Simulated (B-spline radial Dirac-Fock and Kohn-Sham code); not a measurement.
**Kohn-Sham estimates against Dirac-Fock for the levels of Ru³⁵⁺**

System: ruthenium as Ru³⁵⁺, [He] 2s2 2p5.

The density-functional columns are spherical, spin-unpolarised Dirac-Kohn-Sham results without Breit or QED terms: −ε is minus the orbital energy of the initial state and ΔSCF the difference of two total energies. The reference in the last column comes from relaxed Dirac-Fock hole states (ΔSCF) with Breit and QED corrections and a finite nucleus. All numbers are from a radial B-spline solver, in eV; a selection of levels is shown. The Kohn-Sham columns are given as differences from the reference. For the 1s level of heavy atoms much of the gap between ΔSCF and the reference is the Breit and QED part, -61.7 eV here; for other levels the error of the functional can be larger.

| level | LDA −ε − DF | LDA ΔSCF − DF | Dirac-Fock |
| --- | --- | --- | --- |
| 1s | -267.4 | +62.6 | 24405.7 |
| 2s | -100.9 | -19.5 | 5284.0 |
| 2p | -87.5 | +6.8 | 4984.9 |

Values without a named source are computed, but for edge energies of neutral atoms, which are taken from tables.
